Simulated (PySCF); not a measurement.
H2ISi, SMILES I[SiH2] (connectivity only; charge and spin as stated), charge +1, multiplicity 1. Atoms are numbered in the order given.

```xyz
4

Si     0.0000     0.0000    -1.7598
I      0.0000     0.0000     0.5589
H      0.0000    -1.2734    -2.4916
H      0.0000     1.2734    -2.4916
```
Charge +1, spin multiplicity 1.

The structure is a stationary point at B3LYP-D3(BJ)/def2-TZVP. The multiplicity is an assumed one; other spin states were not compared. The isomer is the one that the SMILES or the coordinates give; other isomers of the formula were not compared. The def2 effective core potentials stand for the cores of I; spin–orbit coupling is left out.

Method: HF/def2-TZVPD in PySCF.

Mulliken values depend strongly on the basis, most of all with diffuse functions as here. ESP charges are fitted to the potential on shells at 1.4 to 2.0 van der Waals radii. Atomic charges (e):

```
atom  Mulliken  ESP fit
----  --------  -------
Si1       0.40      ___
I2        0.33      ___
H3        0.13      ___
H4        0.13      ___
```

**Question.** Fill in the missing entries. (An estimate is asked for; the answer gives what the named calculation found.)

**Answer.** 
- Si1, ESP fit: 0.49
- I2, ESP fit: 0.30
- H3, ESP fit: 0.10
- H4, ESP fit: 0.10
